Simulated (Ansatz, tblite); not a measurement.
Removing an electron: Ge(CN)H3 (CH3GeN). Charge 0, multiplicity 1. Geometry: r2SCAN-D4/def2-TZVP. Ansatz, gas phase; energy differences of separate SCF runs; the oxidised species was run as a doublet alone.

Cartesian coordinates in Å:
```
Ge 0.082 -0.018 -0.604
C -0.176 0.040 1.298
N -0.330 0.073 2.443
H -1.285 -0.271 -1.232
H 1.055 -1.158 -0.887
H 0.655 1.333 -1.018
```

The xTB rows come from tblite. Correlated methods freeze 11 core orbitals; core or outer-core shells of Ge are correlated, in sets that lack core-valence functions. In CCSD on the charge 1 doublet the largest single amplitude is 0.28, so its Hartree–Fock determinant may place the open shell otherwise than the density functionals do. HOMO above LUMO, or a gap near zero within one spin, warns that the state may not be the lowest or that an electron is smeared out.

| level | −HOMO (eV) | vertical IE (eV) | −LUMO (eV) | HOMO–LUMO gap (eV) | remarks |
| --- | --- | --- | --- | --- | --- |
| GFN2-xTB | 11.63 | 15.35 | 6.82 | 4.82 | – |
| HF/def2-TZVPP | – | 11.00 | – | – | – |
| PBE-D4/def2-TZVP | 8.37 | 11.72 | 1.27 | 7.10 | gap within one spin near zero (+1 doublet) |
| PBE0-D4/def2-TZVP | 9.70 | 12.03 | 0.28 | 9.41 | – |
| CCSD/def2-TZVPP | – | 12.39 | – | – | – |

Q: Estimate the rows for GFN1-xTB, r2SCAN-D4/def2-TZVP, MP2/def2-TZVPP, CCSD(T)/def2-TZVPP.

A: 
```csv
level,−HOMO (eV),vertical IE (eV),−LUMO (eV),HOMO–LUMO gap (eV)
GFN1-xTB,13.18,16.23,7.86,5.32
r2SCAN-D4/def2-TZVP,8.67,11.85,1.05,7.61
MP2/def2-TZVPP,–,13.01,–,–
CCSD(T)/def2-TZVPP,–,12.49,–,–
```

Relaxing the oxidised species (r2SCAN-D4/def2-TZVP) changes its energy by -2.15 eV at PBE-D4/def2-TZVP, so the adiabatic ionisation energy to this nearest minimum is 9.58 eV. On the way the bond Ge1–H4 breaks and Ge1–N3 forms and C2–H4 forms. At PBE0-D4/def2-TZVP it is 9.67 eV.    Raw xTB energy differences between charge states are shifted by several eV; the methods need an empirical correction for them.
